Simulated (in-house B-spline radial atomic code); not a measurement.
Configurations of Dy VII (Dy6+), with energies counted from [Kr] 4d10 4f8 5s2 5p4. Method: scalar-relativistic (X2C) PBE0, spin-polarised, spherical fractional occupations, exact exchange averaged over the configuration, Fermi nucleus of rms radius 5.2218 fm. Calculated with a B-spline radial code for spherical atoms. Shells without spins written out take the highest spin.

Occupations are held fixed; configurations that lie above the ionisation limit could autoionise.

```csv
configuration,E - E(ref) (eV),highest orbital,its <r> (bohr)
[Kr] 4d10 4f7 5s2 5p4 5d1,20.905,5d up,1.643
[Kr] 4d10 4f8 5s2 5p3 5d1,29.872,5d up,1.667
[Kr] 4d10 4f7 5s2 5p4 6f1,68.906,6f up,4.402
[Kr] 4d9 4f8 5s2 5p5,143.42,4f down,0.7224
[Kr] 4d9 4f8 5s2 5p4 6p1,198.84,6p up,2.697
[Kr] 4d9 4f8 5s2 5p4 5f1,208.13,5f up,2.455
```

**Question.** Order these further configurations by energy, lowest first.
A. [Kr] 4d10 4f7 5s2 5p5
B. [Kr] 4d9 4f8 5s2 5p4 5d1
C. [Kr] 4d10 4f8 5s2 5p3 6s1
D. [Kr] 4d10 4f7 5s2 5p4 5f1
E. [Kr] 4d10 4f8 5s2 5p3 6p1

**Answer.** A (-10.947 eV), C (43.387 eV), E (52.42 eV), D (53.391 eV), B (175.57 eV).

**Question.** How far above the reference does [Kr] 4d9 4f8 5s2 5p4 6s1 lie?

**Answer.** 189.69 eV; its least bound orbital is 6s up with <r> = 2.407 bohr.

**Question.** Is the reference the lowest configuration at this level of theory?

**Answer.** No: [Kr] 4d10 4f7 5s2 5p5 lies 10.95 eV lower with this functional.
